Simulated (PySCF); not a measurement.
# Working out the ionisation energy of Se

Se [Ar] 3d10 4s2 4p4 (3P) → Se⁺ [Ar] 3d10 4s2 4p3 (4S). Calculation: PySCF 2.14, in x2c-QZVPPall (11s8p5d4f1g, 97 functions); the spin-free X2C one-electron Hamiltonian (Gaussian nucleus). Frozen: [Ne]. Energies in hartree (1 hartree = 27.21139 eV):

| part | Se (lower) | Se⁺ (upper) |
| --- | --- | --- |
| UHF | -2428.147756 | -2427.833899 |
| MP2 opposite-spin | -0.581340 | -0.554792 |
| MP2 same-spin | -0.297188 | -0.292583 |

**Question.** What does Hartree-Fock give?

**Answer.** (-2427.833899) − (-2428.147756) = 0.313857 hartree = 8.540 eV.

**Question.** What do MP2 and SCS-MP2 (6/5 opposite-spin, 1/3 same-spin) give?

**Answer.** The opposite-spin parts differ by 0.722 eV and the same-spin parts by 0.125 eV. MP2: 8.540 + (0.722) + (0.125) = 9.387 eV. SCS-MP2: 8.540 + 1.2 × (0.722) + (0.125)/3 = 9.448 eV.

Measured between the centres of the two terms (NIST): 9.635 eV, so MP2 (valence and next inner shell) is off by -0.248 eV.

What remains against the reference includes basis incompleteness, the frozen core and correlation beyond second order.
